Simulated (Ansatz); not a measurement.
`CC(C)=[O+][Ga-]([CH3])([CH3])[Cl]`, 20 atoms. The species carries charge 0 and has multiplicity 1. Correlated methods freeze the filled d shell of Ga. Scalar relativity is left out up to krypton. All runs use 4 threads of an AMD EPYC 7R13 on a shared host and a share of an NVIDIA H100 80 GB. Correlated methods freeze the cores. Open-shell runs search over several starts.

How many basis functions does each run have, and how long does it take in Ansatz? RKS ωB97M-V/def2-QZVPP energy; RHF-MP2/def2-QZVPP energy; UKS ωB97X-V/def2-TZVPP energy of the cation; UHF-MP2/def2-QZVPP energy of the cation; RKS ωB97X-V/def2-TZVPP energy; RHF-CCSD(T)/def2-TZVPP energy; UKS ωB97M-V/def2-TZVPP energy of the cation; direct RPA on PBE orbitals/def2-TZVPP energy; UKS B3LYP-D4/def2-TZVPP energy of the cation; RKS CAM-B3LYP-D4/def2-TZVPP energy; UKS PBE-D4/def2-TZVPP energy of the cation; RKS PBE-QIDH (frozen core)/def2-TZVPP energy. (Best estimate.)

Ansatz gave: Other jobs shared the machine, so times are rough.

```
                                level                   job  functions  wall time  peak host memory (GiB)
          RKS CAM-B3LYP-D4/def2-TZVPP                energy        444      6.5 s                    0.97
               RKS ωB97X-V/def2-TZVPP                energy        444      6.5 s                     1.1
RKS PBE-QIDH (frozen core)/def2-TZVPP                energy        444        7 s                     2.1
direct RPA on PBE orbitals/def2-TZVPP                energy        444      9.6 s                     2.1
               RKS ωB97M-V/def2-QZVPP                energy        861       13 s                     1.5
              UKS B3LYP-D4/def2-TZVPP  energy of the cation        444       14 s                     1.1
                   RHF-MP2/def2-QZVPP                energy        861       17 s                     1.5
                UKS PBE-D4/def2-TZVPP  energy of the cation        444       22 s                     1.1
               UKS ωB97X-V/def2-TZVPP  energy of the cation        444       23 s                     1.2
               UKS ωB97M-V/def2-TZVPP  energy of the cation        444       28 s                     1.4
               RHF-CCSD(T)/def2-TZVPP                energy        444       34 s                    0.92
                   UHF-MP2/def2-QZVPP  energy of the cation        861      110 s                     8.5
```

B3LYP here is the variant with VWN-RPA as its local correlation; programs differ in this.
